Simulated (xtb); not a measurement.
Input for xtb: GFN2-xTB on LiC+, 2S+1 = 3, a spin state set in the input, which need not be the lowest, a point of a bond scan (R = 2.123 Å). Charge +1.

```
$ xtb mol.xyz --gfn 2 --sp --chrg 1 --uhf 2
2

Li     0.00000000     0.00000000     0.00000000
C      0.00000000     0.00000000     2.12336200
```

The head of its log:

```
[...]
           -------------------------------------------------
          |                Calculation Setup                |
           -------------------------------------------------



           -------------------------------------------------
          |                 G F N 2 - x T B                 |
           -------------------------------------------------

        Reference                      10.1021/acs.jctc.8b01176
      * Hamiltonian:
        H0-scaling (s, p, d)           1.850000    2.230000    2.230000
        zeta-weighting                 0.500000
      * Dispersion:
        s8                             2.700000
        a1                             0.520000
        a2                             5.000000
        s9                             5.000000
      * Repulsion:
        kExp                           1.500000    1.000000
        rExp                           1.000000
      * Coulomb:
        alpha                          2.000000
        third order                    shell-resolved
        anisotropic                    true
        a3                             3.000000
        a5                             4.000000
        cn-shift                       1.200000
        cn-exp                         4.000000
        max-rad                        5.000000


          ...................................................
          :                      SETUP                      :
          :.................................................:
          :  # basis functions                   8          :
          :  # atomic orbitals                   8          :
          :  # shells                            4          :
          :  # electrons                         4          :
          :  max. iterations                   250          :
          :  Hamiltonian                  GFN2-xTB          :
          :  restarted?                      false          :
          :  GBSA solvation                  false          :
          :  PC potential                    false          :
          :  electronic temp.          300.0000000     K    :
          :  accuracy                    1.0000000          :
          :  -> integral cutoff          0.2500000E+02      :
          :  -> integral neglect         0.1000000E-07      :
          :  -> SCF convergence          0.1000000E-05 Eh   :
          :  -> wf. convergence          0.1000000E-03 e    :
          :  Broyden damping             0.4000000          :
          :  net charge                          1          :
          :  unpaired electrons                  2          :
          ...................................................

 iter      E             dE          RMSdq      gap      omega  full diag
   1     -1.5995013 -0.159950E+01  0.221E+01    0.00       0.0  T
   2     -1.6308698 -0.313685E-01  0.897E+00    0.00       1.0  T
```

Predict the final total energy.

-1.6335 hartree.
